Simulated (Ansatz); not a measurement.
C₂H₄ClNOSi, SMILES `N[Si]1(Cl)C=C1O` at its PBE0-D4/def2-TZVP geometry, where that method's forces vanish. Total charge 0; spin multiplicity 1.

```
atom   x (Å)   y (Å)   z (Å)
  N1   1.638   0.884  -0.789
 Si2   0.682  -0.011   0.277
 Cl3   2.039  -0.963   1.484
  C4  -0.966   0.404   0.802
  C5  -0.945  -0.687  -0.006
  O6  -1.850  -1.522  -0.511
  H7   1.245   1.451  -1.519
  H8   2.632   0.759  -0.858
  H9  -1.745   0.957   1.318
 H10  -2.729  -1.272  -0.198
```

For each bond, give half the difference of the two atoms' forces along it (eV/Å; positive pushes the atoms apart) under PBE-D4, r2SCAN-D4, B3LYP-D4, ωB97M-V in def2-TZVPP. (Best estimate.)

The calculation gave: 
```tsv
bond	length (Å)	PBE-D4	r2SCAN-D4	B3LYP-D4	ωB97M-V
N1–Si2	1.688	0.03	0.01	0.05	0.06
N1–H7	1.005	0.15	0.01	-0.02	-0.02
N1–H8	1.004	0.17	0.01	-0.01	-0.02
Si2–Cl3	2.051	0.08	0.05	0.16	0.05
Si2–C4	1.778	0.20	0.05	0.02	-0.01
Si2–C5	1.784	0.05	-0.11	-0.18	-0.21
C4–C5	1.358	0.36	0.11	-0.06	-0.07
C4–H9	1.086	-0.08	-0.08	-0.10	-0.09
C5–O6	1.331	0.18	0.24	0.32	0.36
O6–H10	0.967	0.42	0.02	-0.04	-0.18
```

B3LYP here is the variant with VWN-RPA as its local correlation; programs differ in this.

All numbers were calculated with Ansatz.
